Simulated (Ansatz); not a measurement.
Cost and result for the atomization energy of `C[SiH2]BCCl` (13 atoms, 12 bonds).

Cartesian coordinates in Å:
```
C 1.207 0.377 -1.372
Si 0.749 0.982 0.349
B -0.762 -0.052 1.180
C -1.254 -1.408 0.580
Cl -2.382 -0.236 -0.252
H 1.530 -0.667 -1.348
H 0.354 0.453 -2.051
H 2.024 0.968 -1.791
H 0.432 2.439 0.291
H 1.941 0.846 1.243
H -1.280 0.301 2.199
H -0.693 -1.917 -0.198
H -1.865 -2.086 1.169
```

The species carries charge 0 and has multiplicity 1. The geometry is a stationary point of PBE0-D4/def2-TZVP. It is one conformer, not always the lowest. Program: Ansatz. All runs use 4 threads of an Arm Neoverse V1 on a shared host. Times are those of one run each, without the atoms' runs, and a repeat can differ threefold. Electronic energies, without spin–orbit coupling; frozen cores. CCSD(T)/CBS adds CCSD(T) − MP2 in def2-TZVPP to the MP2 limit, and its time is that of the two runs behind it. T1 = 0.011. B3LYP takes the VWN-RPA correlation (the form of Gaussian; ORCA's B3LYP/G).

CCSD(T)/CBS is a level of theory with its own doubt, some kJ/mol a heavy atom from the limit and from the frozen cores, so smaller differences don't rank the functionals.

```csv
level,functions,wall time,atomization (kJ/mol),difference from CCSD(T)/CBS,per bond
PBE-D4/def2-TZVPP (with forces),289,3.4 s,4572.6,67.4,5.6
PBE0-D4/def2-TZVPP,289,4 s,4535.0,29.8,2.5
r2SCAN-D4/def2-TZVPP (with forces),289,6 s,4538.9,33.7,2.8
B3LYP-D4/def2-TZVPP (with forces),289,6.5 s,4513.9,8.7,0.7
B2PLYP/def2-TZVPP,289,7.5 s,4459.4,-45.8,-3.8
ωB97X-V/def2-TZVPP,289,10 s,4530.2,25.0,2.1
ωB97M-V/def2-TZVPP (with forces),289,15 s,4531.1,25.9,2.2
MP2/def2-QZVPP,551,34 s,4500.6,-4.6,-0.4
CCSD(T)/def2-TZVPP,289,3.6 min,4404.1,-101.1,-8.4
CCSD(T)/CBS(def2),–,4.1 min,4505.2,0.0,0.0
```

From PBE to PBE0 (25 % exact exchange), in def2-TZVPP and without D4, the atomization energy moves by −33.3 kJ/mol: exact exchange takes away binding that semilocal exchange gives to molecules. The D4 term adds +47.6 kJ/mol with B3LYP and +25.2 kJ/mol with PBE0; it sums over pairs of atoms, weighted by their polarisabilities, and B3LYP, whose exchange is more repulsive, gets the larger term. In def2-TZVPP, CCSD(T) changes the Hartree–Fock value by +972.4 kJ/mol (the triples alone add +56.1 kJ/mol) and MP2 by +1009.6 kJ/mol; breaking electron pairs costs correlation energy, which Hartree–Fock lacks.
